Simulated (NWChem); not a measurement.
System: C$_{3}$H$_{2}$BFO; SMILES B(F)(C#C)C=O

Input file for NWChem:

```
start job
memory heap 200 mb stack 700 mb global 900 mb
geometry units angstroms noautoz
  C      0.996109    -2.327323     0.216887
  C      0.322179    -1.338864     0.008137
  B     -0.478207    -0.081270    -0.252183
  F     -1.802812    -0.128289    -0.371032
  C      0.209609     1.364129    -0.398813
  O      1.412979     1.536290    -0.308748
  H      1.588226    -3.196968     0.400532
  H     -0.462866     2.235872    -0.591353
end
basis spherical
  * library def2-svp
end
dft
  xc becke97-2
  iterations 150
  mulliken
end
task dft energy
```

Output (shortened):

```
             Northwest Computational Chemistry Package (NWChem) 7.3.0
             --------------------------------------------------------

 CS  symmetry detected

                             Geometry "geometry" -> ""
                             -------------------------

 Output coordinates in angstroms (scale by  1.889725989 to convert to a.u.)

  No.       Tag          Charge          X              Y              Z
 ---- ---------------- ---------- -------------- -------------- --------------
    1 C                    6.0000     1.03977969    -2.21904739     0.00000000
    2 C                    6.0000     0.31404450    -1.24533396     0.00000000
    3 B                    5.0000    -0.55204653    -0.00444185     0.00000000
    4 F                    9.0000    -1.87942320    -0.09923314     0.00000000
    5 C                    6.0000     0.06645264     1.47921178     0.00000000
    6 O                    8.0000     1.26600206     1.69584742     0.00000000
    7 H                    1.0000     1.67747804    -3.07575694     0.00000000
    8 H                    1.0000    -0.65211402     2.33530246     0.00000000

 Effective nuclear repulsion energy (a.u.)     174.1815455539

      Symmetry information
      --------------------

 Group name             Cs
 Group number              2
 Group order               2
 No. of unique centers     8

                                 NWChem DFT Module
                                 -----------------

 Summary of "ao basis" -> "ao basis" (spherical)
 ------------------------------------------------------------------------------
       Tag                 Description            Shells   Functions and Types
 ---------------- ------------------------------  ------  ---------------------
 C                          def2-svp                 6       14   3s2p1d
 B                          def2-svp                 6       14   3s2p1d
 F                          def2-svp                 6       14   3s2p1d
 O                          def2-svp                 6       14   3s2p1d
 H                          def2-svp                 3        5   2s1p

      Symmetry analysis of basis
      --------------------------

        a'         68
        a"         26

            General Information
            -------------------
          SCF calculation type: DFT
          Wavefunction type:  closed shell.
          No. of atoms     :     8
          No. of electrons :    42
           Alpha electrons :    21
            Beta electrons :    21
          Charge           :     0
          Spin multiplicity:     1
          Use of symmetry is: on ; symmetry adaption is: on
          Maximum number of iterations: 150
          AO basis - number of functions:    94
                     number of shells:    42
          Convergence on energy requested:  1.00D-06
          Convergence on density requested:  1.00D-05
          Convergence on gradient requested:  5.00D-04

              XC Information
              --------------
                   Becke 97-2 Method XC Functional
                     Hartree-Fock (Exact) Exchange  0.210
                 Becke 1997-2  Exchange Functional  1.000
                Becke 1997-2 Correlation Potential  1.000

             Grid Information
             ----------------
          Grid used for XC integration:  medium
          Radial quadrature: Mura-Knowles
          Angular quadrature: Lebedev.
          Tag              B.-S. Rad. Rad. Pts. Rad. Cut. Ang. Pts.
          ---              ---------- --------- --------- ---------
          C                   0.70       49          12.0       434
          B                   0.85       49          10.0       434
          F                   0.50       49          12.0       434
          O                   0.60       49          12.0       434
          H                   0.35       45          13.0       434
          Grid pruning is: on
          Number of quadrature shells:   384
          Spatial weights used:  Erf1

      Superposition of Atomic Density Guess
      -------------------------------------

 Sum of atomic energies:        -312.36064952

      Non-variational initial energy
      ------------------------------

 Total energy =    -314.707051
 1-e energy   =    -771.965458
 2-e energy   =     283.076862
 HOMO         =      -0.291499
 LUMO         =      -0.115054

      Symmetry analysis of molecular orbitals - initial
      -------------------------------------------------

  Numbering of irreducible representations:

     1 a'          2 a"

  Orbital symmetries:

     1 a'          2 a'          3 a'          4 a'          5 a'
     6 a'          7 a'          8 a'          9 a'         10 a'
    11 a'         12 a'         13 a'         14 a"         15 a'
    16 a'         17 a"         18 a'         19 a"         20 a'
    21 a'         22 a"         23 a"         24 a'         25 a'
    26 a'         27 a'         28 a"         29 a'         30 a'
    31 a'

     ---------------------------------------------
      Total Density - Mulliken Population Analysis
     ---------------------------------------------

    Atom       Charge   Shell Charges
 -----------   ------   -------------------------------------------------------
    1 C    6     6.03   1.99  0.98  0.55  1.82  0.66  0.03
    2 C    6     6.17   1.99  1.00  0.41  2.01  0.73  0.03
    3 B    5     4.45   1.99  0.89  0.16  1.11  0.18  0.12
    4 F    9     9.35   1.99  1.15  0.72  3.49  1.99  0.00
    5 C    6     5.48   1.99  0.96  0.29  1.57  0.60  0.07
    6 O    8     8.68   1.99  1.13  0.69  3.02  1.83  0.01
    7 H    1     0.88   0.63  0.22  0.03
    8 H    1     0.97   0.70  0.25  0.02

   convergence    iter        energy       DeltaE   RMS-Dens  Diis-err
 ---------------- ----- ----------------- --------- --------- ---------
 d= 0,ls=0.0,diis     1   -314.9190352654 -4.89D+02  1.84D-02  1.07D+00
 d= 0,ls=0.0,diis     2   -314.6274598171  2.92D-01  1.18D-02  4.21D+00
 d= 0,ls=0.0,diis     3   -315.0564964018 -4.29D-01  2.42D-03  5.84D-02
 d= 0,ls=0.0,diis     4   -315.0592976970 -2.80D-03  1.27D-03  3.19D-02
 d= 0,ls=0.0,diis     5   -315.0620987589 -2.80D-03  4.74D-04  2.94D-03
  Resetting Diis
 d= 0,ls=0.0,diis     6   -315.0623857018 -2.87D-04  1.58D-04  7.17D-04
 d= 0,ls=0.0,diis     7   -315.0624780123 -9.23D-05  7.44D-05  1.97D-05
 d= 0,ls=0.0,diis     8   -315.0624749386  3.07D-06  4.53D-05  5.06D-05
 d= 0,ls=0.0,diis     9   -315.0624799917 -5.05D-06  9.26D-06  1.98D-06
 d= 0,ls=0.0,diis    10   -315.0624802131 -2.21D-07  2.01D-06  5.44D-08

         Total DFT energy =     -315.062480213100
      One electron energy =     -775.765790344912
           Coulomb energy =      326.447638064348
    Exchange-Corr. energy =      -39.925873486414
 Nuclear repulsion energy =      174.181545553878

 Numeric. integr. density =       41.999999215186

                  Occupations of the irreducible representations
                  ----------------------------------------------

                     irrep           alpha         beta
                     --------     --------     --------
                     a'               18.0         18.0
                     a"                3.0          3.0

                       DFT Final Molecular Orbital Analysis
                       ------------------------------------

 Vector   19  Occ=2.000000D+00  E=-3.236852D-01  Symmetry=a"
              MO Center=  5.7D-01, -1.6D+00, -1.2D-15, r^2= 1.7D+00
   Bfn.  Coefficient  Atom+Function         Bfn.  Coefficient  Atom+Function
  ----- ------------  ---------------      ----- ------------  ---------------
    20      0.420128  2 C  pz                 6      0.402139  1 C  pz
    23      0.245156  2 C  pz                 9      0.222135  1 C  pz
    34     -0.110132  3 B  pz                48      0.107141  4 F  pz
    51     -0.079959  4 F  pz                76     -0.076286  6 O  pz
    79     -0.051638  6 O  pz                37      0.027993  3 B  pz

 Vector   20  Occ=2.000000D+00  E=-3.138636D-01  Symmetry=a'
              MO Center=  6.6D-01, -1.7D+00, -1.5D-16, r^2= 1.6D+00
   Bfn.  Coefficient  Atom+Function         Bfn.  Coefficient  Atom+Function
  ----- ------------  ---------------      ----- ------------  ---------------
     4      0.344298  1 C  px                18      0.339360  2 C  px
     5      0.262846  1 C  py                19      0.239480  2 C  py
     7      0.201986  1 C  px                21      0.175903  2 C  px
     8      0.154539  1 C  py                22      0.130807  2 C  py
    75      0.090048  6 O  py                46     -0.062464  4 F  px

 Vector   21  Occ=2.000000D+00  E=-2.592714D-01  Symmetry=a'
              MO Center=  6.2D-01,  1.5D+00,  1.9D-16, r^2= 1.9D+00
   Bfn.  Coefficient  Atom+Function         Bfn.  Coefficient  Atom+Function
  ----- ------------  ---------------      ----- ------------  ---------------
    75      0.541156  6 O  py                78      0.407026  6 O  py
    90     -0.264258  8 H  s                 33     -0.233011  3 B  py
    91     -0.216791  8 H  s                 30      0.210579  3 B  s
    61     -0.199465  5 C  py                59      0.156132  5 C  s
    17     -0.152641  2 C  s                 47      0.095963  4 F  py

 Vector   22  Occ=0.000000D+00  E=-1.103654D-01  Symmetry=a"
              MO Center=  1.3D-01,  2.7D-01,  4.1D-15, r^2= 3.6D+00
   Bfn.  Coefficient  Atom+Function         Bfn.  Coefficient  Atom+Function
  ----- ------------  ---------------      ----- ------------  ---------------
    34      0.408247  3 B  pz                76      0.322568  6 O  pz
    79      0.302358  6 O  pz                62     -0.256886  5 C  pz
     9      0.253587  1 C  pz                37     -0.253567  3 B  pz
     6      0.246155  1 C  pz                65     -0.239859  5 C  pz
    48     -0.192977  4 F  pz                51      0.167794  4 F  pz

[...]
```

Level: B97-2/def2-SVP. All runs use the structure optimised with B3LYP/6-31G* (spherical d).
